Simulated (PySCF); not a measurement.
Compound: C3H6BNO2.
Numbering: `[NH2:1][B:2]1[CH2:3][O:4][CH:5]=[CH:6][O:7]1` (hydrogens: H8, H9 on N1; H10, H11 on C3; H12 on C5; H13 on C6)

Torsions of this conformer, `[NH2:1][B:2]1[CH2:3][O:4][CH:5]=[CH:6][O:7]1`: H–N1–B2–C3 179°, H–N1–B2–C3 0°.

The closed-shell ground state was solved at several levels (PySCF, density fitting, gas phase, non-relativistic). Isolated species at its GFN2-xTB geometry, gas phase.

```json
{"level": "CAM-B3LYP/def2-SVPD", "basis functions": "194", "total energy (Eh)": "-347.6584", "HOMO (eV)": "-7.29", "LUMO (eV)": "0.72", "gap (eV)": "8.01", "dipole (D)": "1.95"}
{"level": "B3LYP/pcJ-1", "basis functions": "249", "total energy (Eh)": "-348.0583", "HOMO (eV)": "-5.58", "LUMO (eV)": "0.71", "gap (eV)": "6.29", "dipole (D)": "2.09"}
```

Task: Estimate the row for PBE0/pcSseg-1, a basis of 149 functions; the other rows only guide the guess.

Result: Total energy -347.6066 Eh, HOMO -5.81 eV, LUMO 0.92 eV, gap 6.73 eV, dipole 2.09 D.

Task: Over all these levels, which gives the widest orbital gap and which the narrowest?

Result: CAM-B3LYP/def2-SVPD (range-separated hybrid) has the widest, 8.01 eV, and B3LYP/pcJ-1 (global hybrid, 20 % exact exchange) the narrowest, 6.29 eV. Functional and basis both differ between the two, so the spread mixes both effects.

Task: How far do the dipole and the HOMO energy spread over the levels?

Result: The dipole runs from 1.95 to 2.09 D (mean 2.04 D) and the HOMO from -7.29 to -5.58 eV.
